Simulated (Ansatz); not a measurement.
Pd3H3⁺ (the lowest singlet isomer of a short search), 6 atoms. Hardware: 4 threads of Arm Neoverse V2 on a shared host.

In the def2 sets Pd takes a core potential; there is no spin–orbit coupling.

**Question.** How many basis functions does each of these Ansatz runs have, and roughly what does it cost? PBE0-D4/def2-SVP, charge 1 unrestricted singlet, energy with a search over starts; PBE-D4/def2-TZVP, charge 1 unrestricted singlet, energy, from earlier orbitals; r2SCAN-D4/def2-TZVP, charge 0 doublet at the geometry of the charge 1 singlet, energy, from earlier orbitals; PBE with 5 % exact exchange/def2-TZVP, charge 1 singlet, energy, from earlier orbitals; B3LYP-D4/def2-TZVP, charge 1 triplet, energy, from earlier orbitals; PBE with 35 % exact exchange/def2-TZVP, charge 1 triplet, energy, from earlier orbitals; PBE-D4/def2-SVP, charge 1 singlet, energy, from earlier orbitals; PBE-D4/def2-TZVP, charge 1 triplet, energy, from earlier orbitals; BHLYP-D4/def2-TZVP, charge 1 triplet, energy, from earlier orbitals; PBE with 10 % exact exchange/def2-TZVP, charge 1 triplet, energy, from earlier orbitals; HSE06-D4/def2-TZVP, charge 1 quintet, energy, from earlier orbitals; r2SCAN-D4/def2-TZVP, charge 1 unrestricted singlet, energy, from earlier orbitals.

**Answer.** Other jobs shared the machine, so times can vary by a factor of up to 3. A dash marks memory too small to be measured apart from the calling script's.

| run | functions | fitting or Cholesky vectors | wall time | peak host memory (GiB) |
| --- | --- | --- | --- | --- |
| PBE-D4/def2-SVP, charge 1 singlet, energy, from earlier orbitals | 108 | 1026 | 1.4 s | – |
| PBE with 5 % exact exchange/def2-TZVP, charge 1 singlet, energy, from earlier orbitals | 138 | 1209 | 2.1 s | – |
| PBE-D4/def2-TZVP, charge 1 unrestricted singlet, energy, from earlier orbitals | 138 | 1209 | 3.1 s | – |
| PBE-D4/def2-TZVP, charge 1 triplet, energy, from earlier orbitals | 138 | 1209 | 4.1 s | – |
| PBE with 10 % exact exchange/def2-TZVP, charge 1 triplet, energy, from earlier orbitals | 138 | 1209 | 4.8 s | – |
| PBE0-D4/def2-SVP, charge 1 unrestricted singlet, energy with a search over starts | 108 | 1149 | 4.9 s | – |
| B3LYP-D4/def2-TZVP, charge 1 triplet, energy, from earlier orbitals | 138 | 1209 | 6.5 s | – |
| r2SCAN-D4/def2-TZVP, charge 1 unrestricted singlet, energy, from earlier orbitals | 138 | 1209 | 7.5 s | – |
| PBE with 35 % exact exchange/def2-TZVP, charge 1 triplet, energy, from earlier orbitals | 138 | 1401 | 13 s | 0.7 |
| HSE06-D4/def2-TZVP, charge 1 quintet, energy, from earlier orbitals | 138 | 1347 | 13 s | 0.71 |
| BHLYP-D4/def2-TZVP, charge 1 triplet, energy, from earlier orbitals | 138 | 1431 | 15 s | 0.71 |
| r2SCAN-D4/def2-TZVP, charge 0 doublet at the geometry of the charge 1 singlet, energy, from earlier orbitals | 138 | 1209 | 42 s | – |
